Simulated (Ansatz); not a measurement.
`B[SiH]([SiH3])Cl` + `BN` → `B[SiH](Cl)BN` + SiH₄  (formal exchange of groups at the Si–Si bond)

Gas-phase electronic energies from Ansatz, PBE0-D4/def2-TZVP geometries. CCSD(T)/CBS is the MP2 limit (def2-TZVPP, def2-QZVPP) plus CCSD(T) − MP2 in def2-TZVPP, frozen cores. This one scheme is used for every species. Functionals use def2-TZVPP. HSE06 is defined as in plane-wave codes. One conformer a species, not always the lowest.

Is it downhill or uphill in electronic energy at CCSD(T)/CBS, and by how much? (Best estimate.)

Computed: Uphill: ΔE = +6.3 kJ/mol.

What do these levels give: PBE-D4, r2SCAN0-D4, HSE06-D4, B2PLYP, BLYP, r2SCAN, r2SCAN0, CAM-B3LYP, RPA@PBE/def2-TZVPP, HF/def2-SVP, CCSD/def2-SVP, MP2/CBS(def2)? (An estimate is asked.)

Ansatz gave: PBE-D4 8.9, r2SCAN0-D4 8.6, HSE06-D4 9.8, B2PLYP 6.7, BLYP 7.7, r2SCAN 7.9, r2SCAN0 8.8, CAM-B3LYP 5.4, RPA@PBE/def2-TZVPP 3.5, HF/def2-SVP 1.8, CCSD/def2-SVP -2.6, MP2/CBS(def2) 6.4 kJ/mol.

Largest T1 diagnostic among the species: 0.013.

Leaving LDA and LC-ωPBE aside and taking each functional with its dispersion term where it has one, the values, not all of them listed here, spread over 5.1 kJ/mol, from ωB97M-V to HSE06-D4. LDA lies −5.2 kJ/mol from PBE without D4. In def2-TZVPP, CCSD(T) changes the Hartree–Fock value by −4.2 kJ/mol (the triples alone add −0.8 kJ/mol) and MP2 by −4.1 kJ/mol.
